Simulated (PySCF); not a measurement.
C2H6AlBrO, SMILES C[O][Al]([CH3])[Br].

Coordinates come from a B3LYP-D3(BJ)/def2-SVP optimisation. One conformer was computed; it need not be the lowest.

Two levels are set side by side: PBE/def2-TZVP (PySCF) and B3LYP/def2-TZVP (PySCF). Same geometry, gas phase. Differences are taken from unrounded values.

```tsv
quantity	PBE
orbital gap (eV)	5.57
highest occupied level (eV)	-6.72
lowest empty level (eV)	-1.14
dipole moment (D)	1.24
mean polarisability (bohr³)	75.6
```

These are the PBE values. What does B3LYP give? (Estimate from the structure and the level; the computed values follow.)


```json
[
 {"quantity": "orbital gap (eV)", "B3LYP": "7.36", "PBE minus B3LYP": "-1.78"},
 {"quantity": "highest occupied level (eV)", "B3LYP": "-7.96", "PBE minus B3LYP": "1.24"},
 {"quantity": "lowest empty level (eV)", "B3LYP": "-0.60", "PBE minus B3LYP": "-0.54"},
 {"quantity": "dipole moment (D)", "B3LYP": "1.22", "PBE minus B3LYP": "0.02"},
 {"quantity": "mean polarisability (bohr³)", "B3LYP": "72.6", "PBE minus B3LYP": "3.0"}
]
```

Without exact exchange PBE keeps part of each electron's self-repulsion, which lifts occupied levels and narrows the gap. Loosely held outer electrons make PBE densities more polarisable. Differences between two approximate levels are no errors against the true value.

Rough cost on one machine, each run with all the roots and properties that it gave: B3LYP against PBE within a factor of 2.
